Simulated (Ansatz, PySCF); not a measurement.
Stretching the Al1–H2 bond in AlH3O2 (SMILES [OH][AlH][OH]) (multiplicity 1 held, fragments rigid). Energies count from the point at 1.565 Å.
Geometry at that point (charge 0, multiplicity 1):
```json
[
 {"atom": "Al", "x (Å)": "-0.3508", "y (Å)": "-0.2253", "z (Å)": "-0.1869"},
 {"atom": "H", "x (Å)": "-1.5469", "y (Å)": "-1.0138", "z (Å)": "-0.8163"},
 {"atom": "O", "x (Å)": "-0.1288", "y (Å)": "1.3919", "z (Å)": "-0.6342"},
 {"atom": "H", "x (Å)": "0.5760", "y (Å)": "1.9477", "z (Å)": "-0.2982"},
 {"atom": "O", "x (Å)": "0.7340", "y (Å)": "-0.9151", "z (Å)": "0.9228"},
 {"atom": "H", "x (Å)": "0.6904", "y (Å)": "-1.8192", "z (Å)": "1.2355"}
]
```

R- and RO- levels are restricted; in cc, def2 and unpolarised 6-31G sets they are followed outwards from rest. Unrestricted levels (U-) break spin symmetry where that is lower. Curves can end on different states.

Rows in 6-31G* carry no dispersion term and start afresh at each structure (6-31G* with six Cartesian d functions).

Run with Ansatz (a quantum-chemistry and plane-wave program) with Gaussian orbitals; PySCF for 6-31G* rows. Values without a source in brackets are computed.

Task: One of these levels gives 349.0 kJ/mol for the energy at R = 5.007 Å. Which one is it?
A. R-HF/6-31G*
B. R-PBE/cc-pV(T+d)Z
C. U-PBE/cc-pV(T+d)Z

Result: C, U-PBE/cc-pV(T+d)Z. The others give 704.8 (R-HF/6-31G*), 461.5 (R-PBE/cc-pV(T+d)Z)

Doubts at one or more of the structures used: a restricted determinant that unrestricted orbitals would lower (R-HF/6-31G*, R-PBE/cc-pV(T+d)Z); a spin-contaminated determinant (U-PBE/cc-pV(T+d)Z).
